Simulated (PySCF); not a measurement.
Series: cyclic III–V and III–VI dimers. All species are isolated molecules in the gas phase. Strings in code marks are SMILES.

Quantity: vertical ionisation energy (energy after one electron is removed minus that of the parent at the parent's geometry), in eV.

Level 1: CAM-B3LYP-D3(BJ)/def2-TZVP // CAM-B3LYP-D3(BJ)/def2-SVP (PySCF)
Level 2: PBE-D3(BJ)/def2-TZVP // CAM-B3LYP-D3(BJ)/def2-SVP (PySCF)
Level 3: minus the HOMO energy of HF/3-21G // CAM-B3LYP-D3(BJ)/def2-SVP (PySCF)
Level 4: minus the HOMO energy of HF/STO-3G // CAM-B3LYP-D3(BJ)/def2-SVP (PySCF)

```
species                       level 1  level 2  level 3  level 4
----------------------------  -------  -------  -------  -------
`[BH2-]1[SeH+][BH2-][SeH+]1`     9.74     9.31    10.14     8.46
`[AlH2-]1[SH+][AlH2-][SH+]1`    10.34     9.45    11.28     7.77
```
